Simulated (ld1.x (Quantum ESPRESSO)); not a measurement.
Transferability test, TM potential for zirconium

```
Element                 : Zr (Z = 40)
Generator               : ld1.x (Quantum ESPRESSO) 7.5
Type                    : norm-conserving Troullier–Martins (Kleinman–Bylander form)
Functional              : PBE
Relativity              : fully relativistic
Frozen core             : [Kr]
Valence charge          : 4
Reference configuration : 4d2 5s1 5p0 (charge +1)
Partial waves           : 5s (bound): rc 2.30 bohr; 5p (bound, empty): rc 3.75 bohr; 4d (bound): rc 1.60 bohr
Local potential         : the d channel
Core correction         : a·sin(br)/r model core inside 1.50 bohr
```

Open shells are filled in proportion to 2j + 1 (rel_dist='average').

Energies are relative to the spin-unpolarised reference configuration 4d2 5s1 5p0; without spin polarisation the order of configurations can differ from experiment. The d channel is local and has no spin–orbit splitting in the pseudo-atom.

```
valence configuration  charge  ΔE all-electron (eV)  error AE − PS (meV)
          4d2 5s2 5p0       0                -7.137                 -2.5
          4d2 5s0 5p0      +2                12.940                  -11
          4d1 5s0 5p0      +3                35.564                 -286
        4d2 5s1.5 5p0    +0.5                -4.257                 -0.9
          4d1 5s2 5p0      +1                 0.525                 -114
          4d3 5s1 5p0       0                -5.942                  -43
```

**Question.** What are ΔE and the potential's error for 4d2.5 5s1.5 5p0?

**Answer.** ΔE = -6.623 eV all-electron; the error (AE − PS) is -12 meV.

These tests converged, but a pseudo level misses the all-electron one widely, so the file describes the atom poorly there or has found another state: 4d1 5s0 5p0: empty 5p by 5.5 eV.

Note: ghost states, extra bound levels that the all-electron valence spectrum of the same l lacks: s at -56.2 eV, p3/2 at -24.2 eV, p1/2 at -22.6 eV. A true bound ghost makes a file unfit for plane-wave use.
